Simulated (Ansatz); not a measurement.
Basis-set extrapolation for CH7FOSi2 (`C[SiH](F)[SiH2]O`) (PBE0-D4/def2-TZVP geometry, frozen core, Ansatz). Multiplicity 1, RHF reference.

```tsv
	def2-TZVPP	def2-QZVPP
HF	-794.350160	-794.379121
MP2 correlation	-0.912395	-0.987327
CCSD(T) correlation	-0.991398	not run
```

Energies in hartree. Use E(X) = E(∞) + A·exp(−7.88·√X) for Hartree–Fock and E(X) = E(∞) + B·X^(−2.97) for correlation, with X = 3 and 4, and add CCSD(T) minus MP2 of the smaller set to the MP2 limit.

Task: What is the CCSD(T) energy at the basis-set limit?

Result: HF limit: -794.379121 + (-0.028961) × 0.13774 = -794.38311. MP2 limit: -0.987327 + (-0.074932) × 0.74074 = -1.04283. Higher-order term: -0.991398 − (-0.912395) = -0.07900. Total: -795.50494 hartree, 4.45 eV below CCSD(T)/def2-TZVPP.
